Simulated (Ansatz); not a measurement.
`FB([SiH3])C[SiH3]` + `[OH][In]([OH])[OH]` → `FBC[SiH3]` + `[OH][In]([OH])[O][SiH3]`  (redistribution)

Gas-phase electronic energies from Ansatz, PBE0-D4/def2-TZVP geometries. CBS: MP2 limit from def2 TZ/QZ plus the TZ coupled-cluster correction, frozen cores. DFT in def2-TZVPP. B3LYP here is the variant with VWN-RPA as its local correlation; programs differ in this. def2 core potentials past Kr. For In outer-core shells are correlated without core-valence functions, which leaves a few kJ/mol of doubt a bond. Each species was taken in one conformer, which may not be the lowest.

| level | ΔE (eV) |
| --- | --- |
| B97M-V | -1.25 |
| B3LYP | -1.27 |
| r2SCANh | -1.25 |
| CAM-B3LYP | -1.33 |

What does CCSD(T)/CBS give? (An estimate is asked.)

The calculation gave: -1.30 eV. The listed levels differ from it by 0.05, 0.03, 0.05, -0.03 eV.

Largest T1 diagnostic among the species: 0.017.

The D4 term adds +0.03 eV with B3LYP and +0.02 eV with PBE0; it sums over pairs of atoms, weighted by their polarisabilities, and B3LYP, whose exchange is more repulsive, gets the larger term. From BLYP to BHLYP (50 % exact exchange), in def2-TZVPP and without D4, ΔE moves by −0.23 eV. In def2-TZVPP, CCSD(T) changes the Hartree–Fock value by +0.31 eV (the triples alone add +0.04 eV) and MP2 by +0.23 eV.
